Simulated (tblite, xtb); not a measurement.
CsF (SMILES [F][Cs]), singlet, at a GFN2-xTB geometry (such geometries of metal compounds can be far from the true shape). Base run: xtb with GFN1-xTB.

Input for xtb:
```
$ xtb mol.xyz --gfn 1 --json

# file mol.xyz
2

Cs    -0.00000000    -0.00000000    -0.32413647
F      0.00000000     0.00000000     1.98083399
```

Programs used: tblite, xtb; a row that names a program was run with it.

The base run was repeated with changes; each row names its change, and settings that it needs were set with it.

```csv
change,ΔE vs base (kcal/mol),HOMO-LUMO gap (eV),dipole (D),G_solv (kcal/mol),SCF cycles
base,0.000,1.20,9.31,-,19
acc = 1000,0.000,1.20,9.31,-,16
program = tblite; method = gfn1; option = --spin-polarized,0.000,-,-,-,-
gbsa = chcl3,?,?,?,?,8
acc = 0.0001,0.000,1.20,9.31,-,21
file = coord,0.000,1.20,9.31,-,19
alpb = ch2cl2,?,?,?,?,8
program = tblite; method = gfn1,0.000,-,-,-,-
acc = 0.1,0.000,1.20,9.31,-,20
```

**Question.** Complete the blanks.

**Answer.** 
- gbsa = chcl3, ΔE vs base (kcal/mol): -35.25
- gbsa = chcl3, HOMO-LUMO gap (eV): 1.89
- gbsa = chcl3, dipole (D): 9.79
- gbsa = chcl3, G_solv (kcal/mol): -36.51
- alpb = ch2cl2, ΔE vs base (kcal/mol): -21.16
- alpb = ch2cl2, HOMO-LUMO gap (eV): 1.66
- alpb = ch2cl2, dipole (D): 9.65
- alpb = ch2cl2, G_solv (kcal/mol): -21.78

ALPB and GBSA are two models with their own fitted parameters for each solvent, which aren't always the measured dielectric constant.
